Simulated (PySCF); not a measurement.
# Exact simulation of a proton spin system

Molecule: `[GeH2]([NH2])[GeH3]`, Ge2H7N.

Bonds (- single, = double, # triple, : aromatic): N1-Ge2 1.846 Å, Ge2-Ge3 2.419 Å. N1 carries H4, H5; Ge2 carries H6, H7; Ge3 carries H8, H9, H10.

How the numbers were obtained: NMR shieldings at PBE/pcSseg-2/GIAO, couplings computed with B3LYP/pcJ-1 (pcSseg-1 on Ge) (spin–dipole term only in couplings to heteroatoms), geometry: PBE0-D3(BJ)/def2-SVP, in PySCF 2.14 (no solvent model, one computed conformer, rapidly exchanging positions averaged, no relativistic terms).

δ = σ(ref) − σ, references computed at the same level: 1H (31.18 ppm) vs TMS.

Shifts (ppm): H6/H7 5.25, H8/H9/H10 3.66.
Couplings (Hz): H6–H7: 19.9; H6–H8, H6–H9, H6–H10, H7–H8, H7–H9, H7–H10: 3.0; H8–H9, H8–H10, H9–H10: 5.1.

The 5-spin Hamiltonian (Zeeman plus full scalar coupling among like nuclei) was diagonalised exactly; lines are Lorentzian, 0.7 Hz wide, and the maxima above 3 % are listed with the tallest set to 100.

(1) Give the 1H peak list of this spin system at 60 MHz.

(2) And at 500 MHz?

(3) Among coupled protons with different shifts, which pair is furthest from first order, and how does the field change that?

Answers

(1) 
δ in ppm (height): 5.326 (16), 5.276 (48), 5.226 (51), 5.176 (19), 3.709 (53), 3.659 (100), 3.609 (47)

(2) 
```csv
Hz,ppm,height
2629.5,5.259,17
2626.5,5.253,50
2623.5,5.247,50
2620.5,5.241,17
1833.0,3.666,51
1830.0,3.660,100
1827.0,3.654,51
```

(3) H6 and H8: Δν/J is about 31.8 at 60 MHz (close to first order) and 265.0 at 500 MHz (close to first order). J in Hz doesn't depend on the field, while Δν in Hz grows in proportion to it.

Relativistic effects, spin–orbit coupling among them, are left out; they matter for Ge and for the light atoms bonded to it. The OH or NH signal is concentration- and solvent-dependent in practice; the value given is the gas-phase one.
